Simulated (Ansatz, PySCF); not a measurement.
Complex: N2 (SMILES N#N) (first 2 atoms) with GeH4 (SMILES [GeH4]); geometry from B3LYP-D3(BJ)/def2-TZVP, rigid monomers moved along the line of their centres of mass till N1···Ge3 is 3.25 Å.
(charge 0, multiplicity 1):
```xyz
7

N     -0.4404     0.5123     0.1420
N     -0.1151     1.1897    -0.6487
Ge     0.0755    -0.2352     3.2576
H      1.2998     0.3729     2.5576
H      0.4090    -0.4882     4.7362
H     -0.2955    -1.5623     2.5814
H     -1.1058     0.7408     3.1603
```

Monomers are frozen at their geometry in the pair; levels with a basis set take the counterpoise correction.

Cores are frozen in the correlated methods. Filled d and f shells under p-block atoms count as core. CBS: X⁻³ extrapolation of the correlation energy, Hartree–Fock from the larger set.

Run with Ansatz (Gaussian orbitals); PySCF for the dispersion terms. Each number belongs to the level named beside it.

PBE/def2-TZVPPD gives 0.51 kcal/mol for the interaction energy.

**Question.** Where do these levels fall relative to PBE: PBE-D3(BJ)/def2-TZVPPD, r2SCAN/def2-TZVPPD, B3LYP/def2-TZVPPD, wB97M-V/def2-TZVPPD, MP2/CBS(aug-cc-pVDZ, aug-cc-pVTZ), CCSD(T)/CBS(aug-cc-pVDZ, aug-cc-pVTZ).

**Answer.** PBE-D3(BJ)/def2-TZVPPD -0.81; r2SCAN/def2-TZVPPD -0.21; B3LYP/def2-TZVPPD 0.66; wB97M-V/def2-TZVPPD -0.70; MP2/CBS(aug-cc-pVDZ, aug-cc-pVTZ) -0.84; CCSD(T)/CBS(aug-cc-pVDZ, aug-cc-pVTZ) -0.68 kcal/mol. 1 of 6 lie above PBE; the widest gap is to MP2/CBS(aug-cc-pVDZ, aug-cc-pVTZ).

Ansatz is a first-principles code.
